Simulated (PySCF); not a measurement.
In(OH)3 (H3InO3), SMILES [OH][In]([OH])[OH].

Geometry optimised at B3LYP-D3(BJ)/def2-SVP. The def2 effective core potentials stand for the cores of In; spin–orbit coupling is left out. Other conformers were not sampled.

Calculation: r2SCAN/def2-TZVP in PySCF.

Symmetry labels are those of the subgroup Cs that the program uses (full group Cs).

**Question.** List the valence orbital energies around the gap with their symmetry. (The exact figures need the calculation; the answer reports its results.)

**Answer.** 
```
orbital  symmetry  energy (eV)
-------  --------  -----------
HOMO−7         A'       -11.78
HOMO−6         A'       -11.11
HOMO−5         A'        -9.35
HOMO−4         A'        -8.19
HOMO−3         A"        -7.91
HOMO−2         A'        -7.68
HOMO−1         A"        -7.36
HOMO           A"        -7.30
LUMO           A'        -2.79
LUMO+1         A"        -0.97
LUMO+2         A'         0.08
LUMO+3         A'         0.75
```
